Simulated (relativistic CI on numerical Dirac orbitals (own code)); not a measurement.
Electric-dipole lines of Sc3+

Calculated at this level of theory: Dirac-Coulomb-Breit CI, KLI orbitals optimised for each configuration, model QED (radiative potential, 1s self-energy scaled to tabulated hydrogen-like ionisation energies), valence Slater integrals scaled by 0.85, configuration energies shifted to the measured levels that pair with them (semi-empirical) (own radial code, finite nucleus).

Configurations in the expansion (outside the closed core [Ne]): 3s2 3p6, 3s2 3p5 3d, 3s2 3p5 4s, 3s2 3p5 4p, 3s 3p6 3d, 3s2 3p5 4d, 3s2 3p5 5s, 3s2 3p5 5p, 3s2 3p5 4f, 3s2 3p5 6s, 3s2 3p5 5g, 3s2 3p5 7s, 3s2 3p5 6g, 3s2 3p5 6h, 3s2 3p4 3d2, 3p6 3d2, 3s 3p5 3d2, 3s 3p6 4s, 3s 3p6 4p, 3s2 3p4 3d 4s, 3s 3p6 4d, 3s 3p6 5s, 3s 3p6 5p, 3s 3p6 4f, 3s2 3p4 3d 4p. Levels of other configurations are missing.

| λ vac (Å) | Lower | Upper | A (s⁻¹) | E lower (cm⁻¹) | E upper (cm⁻¹) |
| --- | --- | --- | --- | --- | --- |
| 288.09 | 3s2 3p6 1S_0 [1] | 3s2 3p5 3d 1P°_1 [17] | 6.20e+10 | 0 | 347114 |
| 295.50 | 3s2 3p6 1S_0 [1] | 3s2 3p5 4s 1P°_1 [16] | 4.40e+10 | 0 | 338413 |
| 298.84 | 3s2 3p6 1S_0 [1] | 3s2 3p5 4s 3P°_1 [14] | 1.37e+10 | 0 | 334624 |
| 412.17 | 3s2 3p5 3d 3P°_2 [4] | 3s2 3p5 4f 1F_3 [78] | 6.63e+08 | 241347 | 483964 |
| 418.81 | 3s2 3p5 3d 3P°_1 [3] | 3s2 3p5 4f 3D_2 [61] | 1.12e+09 | 239965 | 478739 |
| 420.02 | 3s2 3p5 3d 3P°_2 [4] | 3s2 3p5 4f 3D_3 [63] | 2.03e+09 | 241347 | 479429 |
| 421.24 | 3s2 3p5 3d 3P°_2 [4] | 3s2 3p5 4f 3D_2 [61] | 1.11e+09 | 241347 | 478739 |
| 432.49 | 3s2 3p5 3d 3F°_3 [6] | 3s2 3p5 4f 3F_4 [77] | 6.39e+08 | 252533 | 483753 |
| 439.49 | 3s2 3p5 3d 3F°_4 [5] | 3s2 3p5 4f 3G_5 [60] | 3.14e+09 | 251140 | 478678 |
| 441.89 | 3s2 3p5 3d 3F°_3 [6] | 3s2 3p5 4f 3G_4 [62] | 1.86e+09 | 252533 | 478833 |
| 462.35 | 3s2 3p5 3d 3D°_2 [11] | 3s2 3p5 4f 1F_3 [78] | 2.62e+09 | 267676 | 483964 |
| 465.95 | 3s2 3p5 3d 1F°_3 [12] | 3s2 3p5 4f 3F_4 [77] | 2.56e+09 | 269139 | 483753 |
| 467.56 | 3s2 3p5 3d 3D°_3 [8] | 3s2 3p5 4f 3F_4 [66] | 2.84e+09 | 266090 | 479966 |
| 526.59 | 3s2 3p5 3d 3P°_1 [3] | 3s 3p6 3d 3D_2 [29] | 4.94e+08 | 239965 | 429868 |
| 529.79 | 3s2 3p5 3d 3P°_2 [4] | 3s 3p6 3d 3D_3 [30] | 6.73e+08 | 241347 | 430101 |
| 558.78 | 3s2 3p5 3d 3F°_4 [5] | 3s 3p6 3d 3D_3 [30] | 4.57e+08 | 251140 | 430101 |
| 697.97 | 3s2 3p5 3d 3P°_2 [4] | 3s2 3p5 4p 3P_2 [24] | 3.12e+08 | 241347 | 384619 |
| 758.38 | 3s2 3p5 3d 3P°_1 [3] | 3s2 3p5 4p 3S_1 [18] | 7.28e+08 | 239965 | 371825 |
| 766.41 | 3s2 3p5 3d 3P°_2 [4] | 3s2 3p5 4p 3S_1 [18] | 9.20e+08 | 241347 | 371825 |
| 789.04 | 3s2 3p5 3d 3F°_4 [5] | 3s2 3p5 4p 3D_3 [19] | 1.50e+09 | 251140 | 377876 |
| 795.17 | 3s2 3p5 3d 3F°_3 [6] | 3s2 3p5 4p 3D_2 [20] | 1.17e+09 | 252533 | 378291 |
| 865.40 | 3s2 3p5 3d 3D°_3 [8] | 3s2 3p5 4p 1D_2 [22] | 8.31e+08 | 266090 | 381644 |
| 865.95 | 3s2 3p5 3d 1F°_3 [12] | 3s2 3p5 4p 3P_2 [24] | 9.25e+08 | 269139 | 384619 |
| 1217.8 | 3s2 3p5 4p 3D_2 [20] | 3s2 3p5 5s 3P°_1 [45] | 7.43e+08 | 378291 | 460407 |
| 1225.9 | 3s2 3p5 4p 3D_3 [19] | 3s2 3p5 5s 3P°_2 [44] | 1.02e+09 | 377876 | 459450 |
| 1252.2 | 3s2 3p5 4p 3P_2 [24] | 3s2 3p5 5s 1P°_1 [47] | 8.44e+08 | 384619 | 464479 |
| 2211.0 | 3s2 3p5 4s 3P°_2 [13] | 3s2 3p5 4p 3D_2 [20] | 1.30e+08 | 333063 | 378291 |
| 2231.5 | 3s2 3p5 4s 3P°_2 [13] | 3s2 3p5 4p 3D_3 [19] | 3.85e+08 | 333063 | 377876 |
| 2579.8 | 3s2 3p5 4s 3P°_2 [13] | 3s2 3p5 4p 3S_1 [18] | 1.73e+08 | 333063 | 371825 |
| 2737.2 | 3s2 3p5 5p 3S_1 [49] | 3s2 3p5 6s 3P°_2 [101] | 1.14e+08 | 474679 | 511213 |
| 2886.2 | 3s2 3p5 5p 3D_2 [56] | 3s2 3p5 6s 1P°_1 [103] | 2.17e+08 | 476983 | 511630 |
| 2900.7 | 3s2 3p5 5p 3D_3 [55] | 3s2 3p5 6s 3P°_2 [101] | 2.99e+08 | 476739 | 511213 |
| 2955.2 | 3s2 3p5 5p 1D_2 [75] | 3s2 3p5 6s 3P°_1 [117] | 3.20e+08 | 481980 | 515818 |
| 5339.3 | 3s2 3p5 5s 3P°_2 [44] | 3s2 3p5 5p 3P_2 [58] | 5.29e+07 | 459450 | 478179 |
| 5501.3 | 3s2 3p5 5s 3P°_0 [46] | 3s2 3p5 5p 3P_1 [74] | 4.81e+07 | 463789 | 481966 |
| 5627.0 | 3s2 3p5 5s 3P°_1 [45] | 3s2 3p5 5p 3P_2 [58] | 3.16e+07 | 460407 | 478179 |
| 5686.2 | 3s2 3p5 5s 3P°_0 [46] | 3s2 3p5 5p 3D_1 [70] | 4.53e+07 | 463789 | 481375 |
| 5703.3 | 3s2 3p5 5s 3P°_2 [44] | 3s2 3p5 5p 3D_2 [56] | 3.04e+07 | 459450 | 476983 |
| 5713.8 | 3s2 3p5 5s 1P°_1 [47] | 3s2 3p5 5p 1D_2 [75] | 8.55e+07 | 464479 | 481980 |
| 5718.4 | 3s2 3p5 5s 1P°_1 [47] | 3s2 3p5 5p 3P_1 [74] | 4.48e+07 | 464479 | 481966 |
| 5766.6 | 3s2 3p5 5s 3P°_1 [45] | 3s2 3p5 5p 1P_1 [57] | 6.18e+07 | 460407 | 477748 |
| 5783.9 | 3s2 3p5 5s 3P°_2 [44] | 3s2 3p5 5p 3D_3 [55] | 8.71e+07 | 459450 | 476739 |
| 5918.4 | 3s2 3p5 5s 1P°_1 [47] | 3s2 3p5 5p 3D_1 [70] | 4.42e+07 | 464479 | 481375 |
| 6032.7 | 3s2 3p5 5s 3P°_1 [45] | 3s2 3p5 5p 3D_2 [56] | 4.99e+07 | 460407 | 476983 |
| 6566.2 | 3s2 3p5 5s 3P°_2 [44] | 3s2 3p5 5p 3S_1 [49] | 5.04e+07 | 459450 | 474679 |

Terms are leading LS components. Brackets give the number of a level in order of energy, since labels repeat. The list gives strong lines, with weight on those to low levels, without configurations that were not tied to measured data, without lines whose two gauges differ by over a factor of 2.5, among the lowest 227 of 557 levels, so that lines to higher ones, which can be the strongest, are missing, and without lines across small gaps between configurations, and without 17 lines that miss the measured interval by over 3.5 %, start from a term whose rates miss tabulated ones by over 60 %, have gauges far apart or, lacking measured levels, span too small a gap for the errors found; lines with a level outside our table were not tested and can miss by more. Levels whose partners in the same complex of configurations lie outside the list can be far off, and so can their lines. Rates are taken at the computed energies, electric ones in the length gauge.

Configurations whose levels could be paired with our table of measured levels were shifted onto them, all but the ground configuration, by the median error of their levels; single terms can still be off by 1,000 to 2,000 cm⁻¹ or more, and rates follow the energies as ν³ (E1, M1) or ν⁵ (E2). The others borrow a shift and can be off by several thousand cm⁻¹ or more. The fine structure of a lone outer electron comes out too small, for d and f at times inverted, and misplaced configurations move strength between like terms. 53 of the 69 excited levels that our extract of the measured tables holds in this range could be paired (the sources list more); they are missed by 237 cm⁻¹ on average and 2515 at most, after the shifts were fitted to these levels, and levels without a partner can miss by more.

LS names give the leading component of a level, which can be under half, so a name can repeat, a term be missing and a line seem to break the LS rules.
